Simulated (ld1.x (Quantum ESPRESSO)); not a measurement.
Building the PAW potential for terbium (Tb) (LDA (PZ), scalar-relativistic).

Tb, PAW, made with ld1.x (Quantum ESPRESSO) 7.5 (LDA (PZ), scalar-relativistic). Core [Kr] 4d10, reference 4f9 5s2 5p6 5d0 6s2 6p0. Waves: 5s (bound): rcut 1.70, rcutus 2.10 bohr; 6s (bound): rcut 1.70, rcutus 2.10 bohr; 5p (bound): rcut 2.65, rcutus 3.25 bohr; 6p (bound, empty): rcut 2.65, rcutus 3.25 bohr; 5d (bound, empty): rcut 2.95, rcutus 3.35 bohr; 5d channel at 0.2 Ry: rcut 2.95, rcutus 3.35 bohr; 4f (bound): rcut 1.20, rcutus 1.30 bohr; 4f channel at 1.75 Ry: rcut 1.20, rcutus 1.30 bohr. Local part: all-electron potential smoothed inside 3.05 bohr (lloc = -1). Core correction: Bessel-smoothed model core, default radius (core density twice the valence density). Augmentation charge: BESSEL, radius 0.85 bohr.

All-electron outer shells of the reference configuration (LDA (PZ), scalar-relativistic, ld1.x):

```
shell  level (eV)  outermost node (bohr)  outermost maximum (bohr)
   4p     -279.78                   0.28                      0.53
   4d     -146.78                   0.26                      0.55
   5s      -47.62                   0.64                      1.18
   5p      -24.94                   0.69                      1.35
   6s       -3.86                   1.60                      3.45
   4f       -3.24                      –                      0.56
   5d       -1.47                   0.78                      2.14
   6p       -1.22                   1.96                      4.83
```

(1) Estimate the cutoffs (Ry, on a coarse ladder) from which the occupation-weighted sum of valence levels, in a spherical-Bessel basis at the reference potential, stays within 10 and 1 mRy of its value at 400 Ry.

(2) Does the potential have ghost states?

(3) Is the overlap operator S = 1 + Σ q|β⟩⟨β| positive definite (Bessel basis up to 400 Ry)?

(4) Which valence shell sets the plane-wave cutoff?

Results:

(1) 110 Ry and 180 Ry.

(2) No extra level below or beside the all-electron valence levels (s, p, d, f tested).

(3) Yes: its lowest eigenvalue is 0.10 (p channel).

(4) 4f: its level needs 120 Ry to come within 1 mRy, against 18 Ry for 6s.

Its largest configuration-test error is +2.4 meV (4f9 5s2 5p6 5d0 6s0 6p0). Test run stopped at test 3 of 9 (negative rho).
